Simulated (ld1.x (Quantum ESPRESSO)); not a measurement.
# Configuration tests for rubidium (Rb) (TM)

ld1.x (Quantum ESPRESSO) 7.5 input, shortened:

```
&input
   title='Rb', zed=37., rel=1, dft='PZ', iswitch=3,
   config='[Kr] 4d1 5s0 5p0'
 /
 &inputp
   pseudotype=2, tm=.true., lloc=-2, rcloc=1.40,
   nlcc=.true.
 /
3
4S  1  0   2.00   0.00  2.20  2.20  0.0
4P  2  1   6.00   0.00  1.75  1.75  0.0
4D  3  2   1.00   0.00  4.20  4.20  0.0
 &test
   configts(1)='4s2 4p6 4d1 5s0 5p0'
 /
```

Energies are relative to the spin-unpolarised reference configuration 4s2 4p6 4d1 5s0 5p0; without spin polarisation the order of configurations can differ from experiment. Spin-polarised rows fill each open shell by Hund’s rule, majority spin first.

```tsv
valence configuration	charge	ΔE all-electron (eV)	error AE − PS (meV)
4s2 4p6 4d0 5s1 5p0	0	-2.316	+126
4s2 4p6 4d0 5s0 5p0	+1	1.961	+2.2
4s2 4p6 4d0 5s0.5 5p0	+0.5	-0.657	+87
4s2 4p6 4d0.5 5s0.5 5p0	0	-1.159	+71
4s2 4p6 4d0 5s0 5p1	0	-0.696	+4.9
4s2 4p6 4d1 5s0 5p0 (spin-polarised)	0	-0.064	+0.7
4s2 4p6 4d0 5s1 5p0 (spin-polarised)	0	-2.442	+125
```

Task: What are ΔE and the potential's error for 4s1 4p6 4d0 5s1 5p0?

Result: ΔE = 35.520 eV all-electron; the error (AE − PS) is +436 meV.

Task: What are ΔE and the potential's error for 4s2 4p5 4d0 5s1 5p0?

Result: ΔE = 18.922 eV all-electron; the error (AE − PS) is +434 meV.
